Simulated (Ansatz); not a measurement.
silanone (H2OSi), singlet, geometry from GFN2-xTB; MP2/def2-TZVP run with Ansatz (a program for electronic structure).

The Ansatz input:
Ansatz 0.2 input:
```yaml
crystal:
  periodic: [false, false, false]
  atoms:
    - {symbol: Si, position_ang: [0.06685327, -0.42675674, 0.00274181]}
    - {symbol: O, position_ang: [-0.16591088, 1.05908930, -0.00680439]}
    - {symbol: H, position_ang: [-0.98465592, -1.43401683, -0.00031696]}
    - {symbol: H, position_ang: [1.37599714, -1.06410322, 0.01636676]}
basis:
  gaussian:
    orbitals: def2-TZVP
magnetization: {spin_polarized: false}
correlation: {method: mp2}
scf: {lower_state_search: off}
```

Output, abridged:

```
Functional definition: HF
these checks for a lower state are left out or cut short: stability, starts, cluster_reference, orbital_swaps, neighbouring_geometries, increment
519 factors; integrals over basis functions are off by at most 1.5e-3 eV
mean field evaluation 1: about -9927.3078 eV, gradient 4.7e1 eV
mean field evaluation 2: about -9927.3167 eV, gradient 4.7e1 eV
mean field evaluation 4: about -9931.7381 eV, gradient 2.7e0 eV
mean field evaluation 8: about -9931.7735 eV, gradient 1.9e-1 eV
mean field -9931.77396020 eV, -364.9859610393 hartree, gradient 1.4e-6 eV, S^2 0.000000; 0 other end points of the search recorded, 0 dependent functions left out
6 core orbitals not correlated
reference -9931.77396020 eV, -364.9859610393 hartree; 6, 6 occupied and 68, 68 virtual orbitals, 519 factors
second order -9.59131361 eV of doubles, -0.00000000 eV of singles
Total energy: -9941.36527381 eV, -365.3384353131 hartree
Checks for a lower state left out: stability, starts, cluster_reference, orbital_swaps, neighbouring_geometries, increment
```
